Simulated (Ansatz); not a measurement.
Mulliken charges of CH4OSeSn (`[Se]=C[O][SnH3]`) from PBE/def2-TZVPP in Ansatz (PBE0-D4/def2-TZVP geometry).

```
atom   x (Å)   y (Å)   z (Å)  charge (e)
 Se1  -1.621   2.828  -0.207      -0.190
  C2  -0.598   1.392  -0.310       0.006
  O3  -0.689   0.356   0.476      -0.315
 Sn4   0.523  -1.250   0.293       0.671
  H5   0.179   1.346  -1.085       0.078
  H6   2.095  -0.648   0.526      -0.083
  H7   0.253  -1.831  -1.281      -0.083
  H8  -0.050  -2.249   1.531      -0.082
```

By hand: the dipole of these point charges (1 e Å = 4.8032 D).

Σ q r = (0.696, -0.985, -0.063) e Å, of length 1.208 e Å = 5.80 D.

How does the dipole of the full density compare? (An estimate is asked.)

Computed: (0.637, -0.939, -0.033) e Å, 5.45 D; the point charges give 1.06 times that, at 2° from its direction.

Point charges leave out the atoms' own dipoles, such as those of lone pairs, and Mulliken's split depends on the basis, so the close match here is no proof of good charges.
